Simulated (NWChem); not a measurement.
System: AlH₂ cation; SMILES [AlH2+]

```xyz
3

Al     0.0000     0.0000     0.0000
H      0.0000     0.0000    -1.5536
H      0.0000     0.0000     1.5536
```
Atoms are numbered in this order, from 1.

Computed with NWChem. Pople sets run with spherical d functions. Geometry: optimised at PBE0-D3(BJ)/def2-TZVP. Isotropic indirect couplings, all four terms, static geometry, non-relativistic.

### Question
Predict the results for B3LYP/6-31G**. Quantities: J(27Al atom 1, 1H atom 2) (Hz); J(1H atom 2, 1H atom 3) (Hz).

### Answer
The J(27Al atom 1, 1H atom 2) (Hz) is 477.7. The J(1H atom 2, 1H atom 3) (Hz) is 155.4.
